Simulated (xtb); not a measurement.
C₂H₆Se, triplet, at the geometry of the source list (a higher spin typed on purpose: for a closed-shell molecule this is an excited state). Base run: xtb with GFN0-xTB.

Input for xtb:
```
$ xtb mol.xyz --gfn 0 --uhf 2 --json

# file mol.xyz
9

C      1.45580000    -0.05290000     0.03390000
Se     0.05090000     0.47070000    -1.21420000
C     -1.45680000     0.05700000    -0.04690000
H      1.40210000    -1.12550000     0.21030000
H      2.41140000     0.20450000    -0.41870000
H      1.32730000     0.49560000     0.96530000
H     -1.37990000    -0.97770000     0.27740000
H     -2.36800000     0.20320000    -0.61720000
H     -1.44300000     0.72510000     0.81010000
```

Variants of this job, named by their change:

| change | ΔE vs base (kJ/mol) |
|---|---|
| base | 0.00 |
| etemp = 10000 | -146.6 |
| acc = 0.0001 | 0.00 |
| acc = 0.1 | 0.00 |
| etemp = 5000 | -26.7 |
| file = coord | 0.00 |
